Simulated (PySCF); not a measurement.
HfI3 (SMILES [I][Hf]([I])[I]), doublet, geometry from GFN2-xTB (such geometries of metal compounds can be far from the true shape) (the multiplicity is a formal guess) (core potentials on Hf, I). Base run: DF-PBE0/def2-SVP (PySCF).

Here is a job for PySCF.
```python
from pyscf import gto, scf, dft

mol = gto.Mole()
mol.atom = '''
    Hf   -0.00000000   -0.00000000    0.00000000
    I    -2.14756836   -1.65290516   -0.26259166
    I    -0.03372030    2.46863083   -1.14796536
    I     2.18128866   -0.81572567    1.41055703
'''
mol.basis = 'def2-svp'
mol.ecp = {'Hf': 'def2-svp', 'I': 'def2-svp'}
mol.spin = 1
mol.verbose = 4
mol.build()

mf = dft.UKS(mol)
mf.xc = 'pbe0'
mf = mf.density_fit(auxbasis='def2-universal-jkfit')
mf.kernel()
```

Variants of this job, named by their change:

| change | basis functions | E (Eh) | HOMO (eV) | core-seconds (rough) |
|---|---|---|---|---|
| base | 110 | -941.31045 | -6.30 | 20 |
| basis = LANL2DZ | 46 | -83.20291 | -6.63 | 4 |
| basis = def2-SV(P) | 103 | -941.30114 | -6.34 | 20 |
| basis = def2-SVPD | … | … | … | 20 |
| basis = def2-TZVP | … | … | -6.14 | 30 |
| basis = def2-TZVPP | 206 | -941.35290 | -6.14 | 30 |
| basis = def2-TZVPD | 220 | -941.35165 | -6.14 | 40 |

**Question.** Some entries are withheld; supply them.

**Answer.** 
- basis = def2-SVPD, basis functions: 140
- basis = def2-SVPD, E (Eh): -941.31550
- basis = def2-SVPD, HOMO (eV): -6.23
- basis = def2-TZVP, basis functions: 190
- basis = def2-TZVP, E (Eh): -941.35110

Totals compare only among sets that treat the same electrons; sets with core potentials leave the core out.

Open shells are given as the SCF converged; they aren't shown to be the lowest states, and a large step between rows can be another state.
